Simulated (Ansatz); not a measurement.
`C[CH2][InH2]` → `[CH3][InH][CH3]`  (isomerisation)

Program: Ansatz. Geometries: PBE0-D4/def2-TZVP. ΔE: electronic, gas phase. CCSD(T)/CBS is the MP2 limit (def2-TZVPP, def2-QZVPP) plus CCSD(T) − MP2 in def2-TZVPP, frozen cores. Functionals use def2-TZVPP. B3LYP here is the variant with VWN-RPA as its local correlation; programs differ in this. HSE06 is defined as in plane-wave codes. Elements past krypton have def2 core potentials. For In outer-core shells are correlated without core-valence functions, which leaves a few kJ/mol of doubt a bond.

| level | ΔE (kJ/mol) |
| --- | --- |
| revPBE-D4 | -32.8 |
| BLYP-D4 | -36.6 |
| HSE06-D4 | -35.3 |
| B3LYP | -38.3 |
| BHLYP | -35.7 |
| MP2/def2-TZVPP | -45.0 |
| MP2/def2-QZVPP | -45.7 |
| HF/CBS(def2) | -31.4 |

**Question.** What does CCSD(T)/CBS give? (An estimate is asked.)

**Answer.** Ansatz gave: -40.9 kJ/mol. The listed levels differ from it by 8.1, 4.3, 5.6, 2.6, 5.2, -4.1, -4.8, 9.5 kJ/mol.

Largest T1 diagnostic among the species: 0.012.

In def2-TZVPP, CCSD(T) changes the Hartree–Fock value by −8.9 kJ/mol (the triples alone add −1.2 kJ/mol) and MP2 by −13.9 kJ/mol. At CCSD(T), def2-SVP lies +17.7 kJ/mol from the extrapolated value and def2-TZVPP +1.0 kJ/mol. From BLYP to BHLYP (50 % exact exchange), in def2-TZVPP and without D4, ΔE moves by +4.4 kJ/mol.
